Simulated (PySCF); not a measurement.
Input file for PySCF: R-BP86/LANL2DZ on SnS, a point of a bond scan (R = 2.445 Å).

```python
from pyscf import gto, scf, dft, mp
from pyscf.data.elements import chemcore

mol = gto.M(
    atom='''
    Sn   -0.00000000   -0.00000000   -0.53883850
    S     0.00000000    0.00000000    1.90614120
    ''',
    basis='lanl2dz',
    ecp={'S': 'lanl2dz', 'Sn': 'lanl2dz'},
    charge=0, spin=0, verbose=3, max_memory=1800)
mf = dft.RKS(mol, xc='b88,p86')
mf.conv_tol = 1e-8
mf.max_cycle = 100
mf.kernel()
if not mf.converged:
    mf = mf.newton().run(mf.mo_coeff, mf.mo_occ)
```

What total energy does the run end on?

-13.5649 hartree.
